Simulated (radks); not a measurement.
Q: The mean radii <r> (bohr) of the occupied orbitals of an atom or ion are listed with their occupations. Calculated with a radial shooting solver on a logarithmic mesh with Libxc functionals: scalar-relativistic Kohn-Sham, PBE, spin-polarised, spherical densities, finite nucleus; Fermi nuclear charge, rms radius of each element as measured or else 0.836 A^(1/3) + 0.57 fm.

| orbital | occ. | <r> |
|---|---|---|
| 1s up | 1 | 0.1306 |
| 1s down | 1 | 0.1306 |
| 2s up | 1 | 0.6969 |
| 2s down | 1 | 0.6961 |
| 2p up | 3 | 0.6887 |
| 2p down | 3 | 0.6865 |
| 3s up | 1 | 2.768 |

Name the element and its charge. Open shells, if any, are filled with parallel spins first.

A: Z = 12, magnesium, charge +1: Mg+ in [Ne] 3s1. The 1s radius gives Z: for a bare nucleus <r> = (2 gamma + 1)/(2Z) with gamma = sqrt(1 - (Z/c)^2), 0.1247 bohr for Z = 12, and screening makes it slightly larger (0.1306 here). The occupations add up to 11, and the charge is Z minus that.
